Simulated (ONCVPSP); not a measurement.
# Varying the ONCV potential for lanthanum (La)

Base potential:

lanthanum, optimised norm-conserving Vanderbilt (ONCV), made with ONCVPSP 4.0.1 (PBE, fully relativistic). Core [Kr] 4d10, reference 5s2 5p6 5d1 6s2. Waves: 5s+6s: rc 3.00 bohr, ncon 5, nbas 8, qcut 3.3 1/bohr, 2 projectors; 5p: rc 1.90 bohr, ncon 4, nbas 9, qcut 4.6 1/bohr, 1 projector; 5d: rc 3.85 bohr, ncon 5, nbas 9, qcut 3.4 1/bohr, 1 projector; f scattering state at 0.02 Ha: rc 4.20 bohr, ncon 3, nbas 8, qcut 2.9 1/bohr, 2 projectors, debl 2 Ha. Local part: polynomial inside 1.50 bohr (lpopt 5, dvloc0 1 Ha). Core correction: polynomial model core, fcfact 0.25.

Open shells are filled in proportion to 2j + 1.

In the f channel the program set the typed energies aside and used -0.155, 1.845 Ha (j = l + 1/2; the other j can differ).

Cutoffs, loose and tight: the cutoffs (Ha) at which the residual kinetic energy of the hardest occupied pseudo-wave falls to 1 and 0.1 mHa per electron. They do not see the model core or the augmentation charge, which bear on the density cutoff. Test errors are all-electron minus pseudo excitation energies from the reference, over the configurations 5s2 5p6 5d1 6s1; 5s2 5p6 5d1 6s0; 5s2 5p6 5d0 6s0; 4f1 5s2 5p6 5d0 6s1. A dash means not determined; rows that change the core or the reference have their own tests.

| change | outcome | cutoff, loose | cutoff, tight | bound ghosts | GHOST(+) flags above zero | largest test error (meV) |
| --- | --- | --- | --- | --- | --- | --- |
| base | generated, projector energies reset by the program | 12 Ha | 67 Ha | none | s, f7/2, f5/2 | +1910 |
| p: qcut 2.9 | generated, projector energies reset by the program | 47 Ha | 75 Ha | none | s, f7/2, f5/2 | +1910 |
| p: qcut 3.2 | generated, projector energies reset by the program | 48 Ha | 75 Ha | none | s, f7/2, f5/2 | +1910 |
| p: qcut 3.8 | generated, projector energies reset by the program | 39 Ha | 74 Ha | none | s, f7/2, f5/2 | +1910 |
| p: qcut 4.2 | generated, projector energies reset by the program | 21 Ha | 72 Ha | none | s, f7/2, f5/2 | +1910 |
| p: qcut 5 | generated, projector energies reset by the program | 12 Ha | 47 Ha | none | s, f7/2, f5/2 | +1910 |
| p: qcut 5.4 | generated, projector energies reset by the program | 12 Ha | 21 Ha | none | s, f7/2, f5/2 | +1910 |
| p: qcut 5.9 | generated, projector energies reset by the program | 13 Ha | 17 Ha | none | s, f7/2, f5/2 | +1910 |
| p: qcut 6.4 | generated, projector energies reset by the program | 15 Ha | 18 Ha | none | s, f7/2, f5/2 | +1910 |

Q: What comes out with this change to the base: p: qcut 6.9?

A: outcome: generated, projector energies reset by the program; cutoff, loose: 16 Ha; cutoff, tight: 19 Ha; bound ghosts: none; GHOST(+) flags above zero: s, f7/2, f5/2; largest test error (meV): +1910.

Reading the sweep of the qcut of the p channel (base included, trends over the rows without a ghost): The loose cutoff is not monotonic: lowest 12 Ha at 5 1/bohr, highest 48 Ha at 3.2 1/bohr. The median size of the test errors (rows with all tests solved) stays near 24.9 meV.
